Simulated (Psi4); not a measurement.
C6H14B (SMILES [CH2]CB(CC)CC), doublet, geometry from GFN2-xTB; MP2.5/STO-3G run with Psi4.

Here is a job for Psi4.
```
memory 2 GB

molecule mol {
0 2
  C    -0.815713    1.496443    0.496070
  C    -1.123709    1.199251   -0.878892
  B     0.016475    0.173867   -0.176798
  C    -0.407612   -1.290100    0.314214
  C    -1.896254   -1.641160    0.273617
  C     1.539916    0.433590   -0.602807
  C     2.572558   -0.065943    0.415335
  H    -0.188695    2.342975    0.726713
  H    -1.526282    1.235784    1.263980
  H    -0.726904    1.839880   -1.651128
  H    -2.070661    0.741393   -1.114281
  H     0.132875   -2.046840   -0.262305
  H    -0.064673   -1.423393    1.346820
  H    -2.265083   -1.632117   -0.750060
  H    -2.068938   -2.635987    0.681827
  H    -2.483654   -0.934692    0.856409
  H     1.749186   -0.072101   -1.551798
  H     1.727856    1.495419   -0.782996
  H     3.586309    0.140111    0.075825
  H     2.426915    0.425668    1.374732
  H     2.474262   -1.137933    0.565030
}

set basis sto-3g
set reference uhf

energy('mp2.5')
print_variables()
```

Output, abridged:

```
    Information: MP2.5 default algorithm changed to DF in August 2020. Use `set mp_type conv` for previous behavior.
    For method 'MP2.5', SCF Algorithm Type (re)set to DISK_DF.

   => Loading Basis Set <=

    Name: STO-3G
    Role: ORBITAL
    Keyword: BASIS

         ---------------------------------------------------------
                                   SCF
               by Justin Turney, Rob Parrish, Andy Simmonett
                          and Daniel G. A. Smith
                              UHF Reference
         ---------------------------------------------------------

  ==> Geometry <==

    Molecular point group: c1
    Full point group: C1

    Geometry (in Angstrom), charge = 0, multiplicity = 2:

       Center              X                  Y                   Z               Mass
    ------------   -----------------  -----------------  -----------------  -----------------
         C           -0.808707362406     1.477658903101     0.505863332885    12.000000000000
         C           -1.116703362406     1.180466903101    -0.869098667115    12.000000000000
         B            0.023480637594     0.155082903101    -0.167004667115    11.009305360000
         C           -0.400606362406    -1.308884096899     0.324007332885    12.000000000000
         C           -1.889248362406    -1.659944096899     0.283410332885    12.000000000000
         C            1.546921637594     0.414805903101    -0.593013667115    12.000000000000
         C            2.579563637594    -0.084727096899     0.425128332885    12.000000000000
         H           -0.181689362406     2.324190903101     0.736506332885     1.007825032230
         H           -1.519276362406     1.216999903101     1.273773332885     1.007825032230
         H           -0.719898362406     1.821095903101    -1.641334667115     1.007825032230
         H           -2.063655362406     0.722608903101    -1.104487667115     1.007825032230
         H            0.139880637594    -2.065624096899    -0.252511667115     1.007825032230
         H           -0.057667362406    -1.442177096899     1.356613332885     1.007825032230
         H           -2.258077362406    -1.650901096899    -0.740266667115     1.007825032230
         H           -2.061932362406    -2.654771096899     0.691620332885     1.007825032230
         H           -2.476648362406    -0.953476096899     0.866202332885     1.007825032230
         H            1.756191637594    -0.090885096899    -1.542004667115     1.007825032230
         H            1.734861637594     1.476634903101    -0.773202667115     1.007825032230
         H            3.593314637594     0.121326903101     0.085618332885     1.007825032230
         H            2.433920637594     0.406883903101     1.384525332885     1.007825032230
         H            2.481267637594    -1.156717096899     0.574823332885     1.007825032230

  Running in c1 symmetry.

  Rotational constants: A =      0.10518  B =      0.06296  C =      0.04604 [cm^-1]
  Rotational constants: A =   3153.09847  B =   1887.55213  C =   1380.14576 [MHz]
  Nuclear repulsion =  297.183030561270755

  Charge       = 0
  Multiplicity = 2
  Electrons    = 55
  Nalpha       = 28
  Nbeta        = 27

  ==> Algorithm <==

  SCF Algorithm Type is DISK_DF.
  DIIS enabled.
  MOM disabled.
  Fractional occupation disabled.
  Guess Type is SAD.
  Energy threshold   = 1.00e-08
  Density threshold  = 1.00e-08
  Integral threshold = 1.00e-12

  ==> Primary Basis <==

  Basis Set: STO-3G
    Blend: STO-3G
    Number of shells: 35
    Number of basis functions: 49
    Number of Cartesian functions: 49
    Spherical Harmonics?: true
    Max angular momentum: 1

   => Loading Basis Set <=

    Name: (STO-3G AUX)
    Role: JKFIT
    Keyword: DF_BASIS_SCF

  ==> Integral Setup <==

  ==> DiskDFJK: Density-Fitted J/K Matrices <==

    J tasked:                  Yes
    K tasked:                  Yes
    wK tasked:                  No
    Integrals threads:           1
    Algorithm:                Core
    Integral Cache:           SAVE
    Schwarz Cutoff:          1E-12
    Fitting Condition:       1E-10

   => Auxiliary Basis Set <=

  Basis Set: (STO-3G AUX)
    Blend: DEF2-UNIVERSAL-JKFIT
    Number of shells: 259
    Number of basis functions: 777
    Number of Cartesian functions: 903
    Spherical Harmonics?: true
    Max angular momentum: 4

  Minimum eigenvalue in the overlap matrix is 2.0169453324E-01.
  Reciprocal condition number of the overlap matrix is 7.5467389065E-02.
    Using symmetric orthogonalization.

  ==> Pre-Iterations <==

  SCF Guess: Superposition of Atomic Densities via on-the-fly atomic UHF (no occupation information).

   -------------------------
    Irrep   Nso     Nmo
   -------------------------
     A         49      49
   -------------------------
    Total      49      49
   -------------------------

  ==> Iterations <==

                           Total Energy        Delta E     RMS |[F,P]|

   @DF-UHF iter SAD:  -250.66000177371527   -2.50660e+02   0.00000e+00
   @DF-UHF iter   1:  -256.89216467035186   -6.23216e+00   3.12137e-03 DIIS/ADIIS
   @DF-UHF iter   2:  -256.91207349750266   -1.99088e-02   8.05877e-04 DIIS/ADIIS
   @DF-UHF iter   3:  -256.91394755942679   -1.87406e-03   2.94144e-04 DIIS/ADIIS
   @DF-UHF iter   4:  -256.91428402527447   -3.36466e-04   1.25728e-04 DIIS/ADIIS
   @DF-UHF iter   5:  -256.91437168739299   -8.76621e-05   5.05781e-05 DIIS
   @DF-UHF iter   6:  -256.91438973294220   -1.80455e-05   2.49416e-05 DIIS
   @DF-UHF iter   7:  -256.91439630070380   -6.56776e-06   1.57958e-05 DIIS
   @DF-UHF iter   8:  -256.91439973140530   -3.43070e-06   9.82727e-06 DIIS
   @DF-UHF iter   9:  -256.91440154827364   -1.81687e-06   4.98017e-06 DIIS
   @DF-UHF iter  10:  -256.91440193657360   -3.88300e-07   1.83307e-06 DIIS
   @DF-UHF iter  11:  -256.91440196683823   -3.02646e-08   4.62934e-07 DIIS
   @DF-UHF iter  12:  -256.91440196821600   -1.37777e-09   1.29698e-07 DIIS
[...]
  @DF-UHF Final Energy:  -256.91440196830115
    Total Energy =                       -256.9144019683011493
  DIE_IF_NOT_CONVERGED          => (empty)
[...]
  MBIS_RADIAL_POINTS            => (empty)
  MBIS_SPHERICAL_POINTS         => (empty)
  MOLDEN_WITH_VIRTUAL           => (empty)
  MOLDEN_WRITE                  => (empty)
  MO_DIIS_NUM_VECS              => (empty)
  MO_MAXITER                    => (empty)
  MO_STEP_MAX                   => (empty)
  MP2_AMP_TYPE                  => (empty)
  MP2_OS_SCALE                  => (empty)
  MP2_SOS_SCALE                 => (empty)
  MP2_SOS_SCALE2                => (empty)
  MP2_SS_SCALE                  => (empty)
  MP2_TYPE                      => (empty)
  MP_TYPE                       => (empty)
  NAT_ORBS                      => FALSE           !
  NUM_FROZEN_DOCC               => (empty)
  NUM_FROZEN_UOCC               => (empty)
  NUM_GPUS                      => (empty)
  OCC_ORBS_PRINT                => (empty)
  OEPROP                        => (empty)
  OO_SCALE                      => (empty)
  OPT_METHOD                    => (empty)
  ORBITAL_OPTIMIZER_PACKAGE     => (empty)
  ORB_OPT                       => FALSE           !
  ORB_RESP_SOLVER               => (empty)
  ORTH_TYPE                     => (empty)
  PARENT_SYMMETRY               => (empty)
  PCG_BETA_TYPE                 => (empty)
  PCG_CONVERGENCE               => (empty)
  PCG_MAXITER                   => (empty)
  PCM                           => (empty)
  PE                            => (empty)
  PPL_TYPE                      => (empty)
  PRINT                         => (empty)
  PRINT_NOONS                   => (empty)
  PROPERTIES                    => (empty)
  PROPERTIES_ORIGIN             => (empty)
  PUREAM                        => (empty)
  QCHF                          => (empty)
  QC_MODULE                     => (empty)
  RAS1                          => (empty)
  RAS2                          => (empty)
  RAS3                          => (empty)
  RAS4                          => (empty)
  READ_SCF_3INDEX               => (empty)
  REGULARIZATION                => (empty)
  REG_PARAM                     => (empty)
  RELATIVISTIC                  => (empty)
  REMP_A                        => (empty)
  RESTRICTED_DOCC               => (empty)
  RESTRICTED_UOCC               => (empty)
  RMS_MOGRAD_CONVERGENCE        => (empty)
  R_CONVERGENCE                 => (empty)
  SCF_TYPE                      => DISK_DF         !
  SCREENING                     => (empty)
  SCS_TYPE                      => (empty)
  SOCC                          => (empty)
  SOS_TYPE                      => (empty)
  TRIPLES_IABC_TYPE             => (empty)
  WFN                           => (empty)
  WFN_TYPE                      => DF-OMP2.5       !
  WRITER_FILE_LABEL             => (empty)
  ZORA_BASIS_TOLERANCE          => (empty)
  ZORA_NR_DEBUG                 => (empty)
  ZORA_PRUNING_SCHEME           => (empty)
  ZORA_RADIAL_POINTS            => (empty)
  ZORA_SPHERICAL_POINTS         => (empty)

	For this residual convergence, default PCG convergence is:     1.00e-07
	For this energy convergence, default residual convergence is:     3.16e-07

 ==============================================================================
 ==============================================================================
 ==============================================================================

                    DF-MP2.5
              Program Written by Ugur Bozkaya
              Latest Revision September 9, 2017

 ==============================================================================
 ==============================================================================
 ==============================================================================

	MO spaces...

	 FC   AOCC   BOCC  AVIR   BVIR   FV
	------------------------------------------
	  0    28    27    21     22     0

	Number of basis functions in the DF-CC basis: 532

	Total memory requirement for DF+CC int:     17.91 MB

	Computing DF-MP2 energy ...
	=======================================================================
	Nuclear Repulsion Energy (a.u.)    :   297.18303056127075
	DF-HF Energy (a.u.)                :  -256.91440196830115
	REF Energy (a.u.)                  :  -256.91440196830115
	Alpha-Alpha Contribution (a.u.)    :    -0.02066610996944
	Alpha-Beta Contribution (a.u.)     :    -0.30422804937960
	Beta-Beta Contribution (a.u.)      :    -0.02203312688511
	Scaled_SS Correlation Energy (a.u.):    -0.01423307895152
	Scaled_OS Correlation Energy (a.u.):    -0.36507365925552
	DF-SCS-MP2 Total Energy (a.u.)     :  -257.29370870650820
	DF-SOS-MP2 Total Energy (a.u.)     :  -257.30989843249461
	DF-SCS(N)-MP2 Total Energy (a.u.)  :  -256.98955262516512
	DF-MP2 Correlation Energy (a.u.)   :    -0.34692728623415
	DF-MP2 Total Energy (a.u.)         :  -257.26132925453533
	=======================================================================

	=======================================================================
	================ MP2.5 FINAL RESULTS ==================================
	=======================================================================
	Nuclear Repulsion Energy (a.u.)    :   297.18303056127075
	SCF Energy (a.u.)                  :  -256.91440196830115
	REF Energy (a.u.)                  :  -256.91440196830115
	Alpha-Alpha Contribution (a.u.)    :    -0.02060082068874
	Alpha-Beta Contribution (a.u.)     :    -0.34234998489466
	Beta-Beta Contribution (a.u.)      :    -0.02196683976487
	DF-MP3 Correlation Energy (a.u.)   :    -0.42290800446233
	DF-MP3 Total Energy (a.u.)         :  -257.33730997276348
	DF-MP2.5 Correlation Energy (a.u.) :    -0.38491764534827
	DF-MP2.5 Total Energy (a.u.)       :  -257.29931961364940
	=======================================================================

  Variable Map:
  ----------------------------------------------------------------------------
[...]
  Array Variable Map:
  ----------------------------------------------------------------------------
[...]
[...]
```
